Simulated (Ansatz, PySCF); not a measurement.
Gas-phase reaction 6 R1 + R2 + R3 → 6 P1 + 2 P2, each structure at its B3LYP-D3(BJ)/def2-TZVP stationary point, reached from a drawn start (curvature not checked).
R1, F6Mo (SMILES [F][Mo]([F])([F])([F])([F])[F]) (charge 0, multiplicity 1, Z-matrix in Å and degrees):
```
Mo
F 1 1.8307
F 1 1.8307 2 90.01
F 1 1.8307 2 90.01 3 89.99
F 1 1.8307 2 90.00 4 -179.99
F 1 1.8307 2 89.99 5 -90.01
F 1 1.8307 3 90.00 4 -90.00
```
R2: Si2H6 (SMILES [SiH3][SiH3]), charge 0, multiplicity 1.
P1: F5HMo (SMILES [F][MoH]([F])([F])([F])[F]), charge 0, multiplicity 1.
P2: F3HSi (SMILES F[SiH](F)F), charge 0, multiplicity 1.
R3: H2 (SMILES [H][H]), charge 0, multiplicity 1.

P less R. No zero-point or thermal terms; no spin–orbit coupling.

Correlated levels freeze the cores.

Run with Ansatz (Gaussian basis) for Hartree–Fock, density functionals and correlated methods; PySCF for the D3/D4 terms. Each number belongs to the level named beside it. Elements past Kr take the def2 small-core potentials, without spin–orbit coupling.

**Question.** Give the reaction energy at the level BHLYP-D3(BJ)/def2-TZVPP.

**Answer.** -70.3 kcal/mol

**Question.** What reaction energy does B3LYP-D4/def2-TZVPP give?

**Answer.** -27.8 kcal/mol

**Question.** What reaction energy does CCSD(T)/def2-TZVPP give?

**Answer.** -49.6 kcal/mol

Ansatz is a first-principles code.
